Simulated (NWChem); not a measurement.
System: K cation

NWChem input:

```
start job
memory heap 200 mb stack 900 mb global 1100 mb
charge 1
geometry units angstroms noautosym nocenter noautoz
  K      0.000000     0.000000     0.000000
end
basis spherical
  K library def2-svp
end
dft
  xc xpbe96 cpbe96
  iterations 150
end
property
  response 1 0.0
end
task dft property
```

Static field.

**Question.** What results follow from this input? (PBE/def2-SVP.) Quantities: basis functions; isotropic polarisability (bohr³); anisotropy (bohr³).

**Answer.** 
- number of basis functions: 24
- isotropic polarisability (bohr³): 4.9
- anisotropy (bohr³): 0.0
